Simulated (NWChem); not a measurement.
Species: C3H8Si; SMILES [SiH3]C1CC1

Program: NWChem. Pople sets run with spherical d functions. Structure relaxed at the PBE0/def2-SVP level. Level: B3LYP/6-31G* with SMD (1 M gas to 1 M solution), gas-phase geometry. Reactions with the solvent are ignored.

Task: Among these, which solvent gives the highest value of “solvation free energy (kcal/mol)”?
A) water
B) acetone
C) 1-octanol
D) diethyl ether

Result: A, water. Values: diethyl ether -3.1; acetone -2.8; 1-octanol -2.3; water 1.3
